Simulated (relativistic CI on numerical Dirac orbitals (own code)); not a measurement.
**Inner-shell lines of Be II**

These numbers are calculated, not measured: Dirac-Coulomb-Breit CI, orbitals from a KLI potential per configuration, model QED (radiative potential, 1s self-energy scaled to tabulated hydrogen-like ionisation energies), unscaled Slater integrals (own radial code, finite nucleus).

CI space: 1s2 2s, 1s 2s 2p, 1s 2s 3p, 1s 2p2, 1s 2p 3p, 1s2 2p. Levels of other configurations are missing.

The table holds the strongest lines. The upper levels have an inner-shell vacancy. Auger decay, open to those above the ionisation limit, is not computed, and radiative decays to configurations outside the model are missing too. Absolute energies can be off by a few tenths of a per cent, and with unscaled integrals term splittings come out 10 to 25 % too wide, so close lines can change order. LS names give the leading component, which can be well under half, for lower levels too. Brackets number the levels in order of energy.

```
  λ (Å)                  Upper               Lower   A (s⁻¹)  gA (s⁻¹)
104.702   1s 2s 2p 2P°_1/2 [7]   1s2 2s 2S_1/2 [1]  1.59e+11  3.18e+11
104.701   1s 2s 2p 2P°_3/2 [8]   1s2 2s 2S_1/2 [1]  1.59e+11  6.35e+11
104.071     1s 2p2 2D_5/2 [14]  1s2 2p 2P°_3/2 [3]  7.98e+10  4.79e+11
104.068     1s 2p2 2D_3/2 [15]  1s2 2p 2P°_3/2 [3]  5.86e+09  2.34e+10
104.068     1s 2p2 2D_3/2 [15]  1s2 2p 2P°_1/2 [2]  7.52e+10  3.01e+11
104.056     1s 2p2 2P_1/2 [16]  1s2 2p 2P°_3/2 [3]  9.23e+10  1.85e+11
104.055     1s 2p2 2P_1/2 [16]  1s2 2p 2P°_1/2 [2]  1.85e+11  3.70e+11
104.054     1s 2p2 2P_3/2 [17]  1s2 2p 2P°_3/2 [3]  2.39e+11  9.54e+11
104.053     1s 2p2 2P_3/2 [17]  1s2 2p 2P°_1/2 [2]  3.75e+10  1.50e+11
102.215     1s 2p2 2S_1/2 [18]  1s2 2p 2P°_3/2 [3]  6.59e+10  1.32e+11
102.214     1s 2p2 2S_1/2 [18]  1s2 2p 2P°_1/2 [2]  3.28e+10  6.55e+10
  96.64   1s 2p 3p 2P_3/2 [30]  1s2 2p 2P°_3/2 [3]  9.22e+09  3.69e+10
96.6391   1s 2p 3p 2P_1/2 [31]  1s2 2p 2P°_1/2 [2]  7.40e+09  1.48e+10
96.1612  1s 2s 3p 2P°_3/2 [22]   1s2 2s 2S_1/2 [1]  1.80e+10  7.20e+10
96.1608  1s 2s 3p 2P°_1/2 [23]   1s2 2s 2S_1/2 [1]  1.80e+10  3.60e+10
96.0642   1s 2p 3p 2D_3/2 [36]  1s2 2p 2P°_1/2 [2]  7.62e+09  3.05e+10
96.0633   1s 2p 3p 2D_5/2 [37]  1s2 2p 2P°_3/2 [3]  9.14e+09  5.48e+10
95.6849   1s 2p 3p 2S_1/2 [38]  1s2 2p 2P°_3/2 [3]  1.21e+10  2.43e+10
 94.912   1s 2p 3p 2P_3/2 [42]  1s2 2p 2P°_3/2 [3]  3.94e+09  1.58e+10
   94.2  1s 2s 3p 2P°_3/2 [29]   1s2 2s 2S_1/2 [1]  4.66e+09  1.86e+10
```
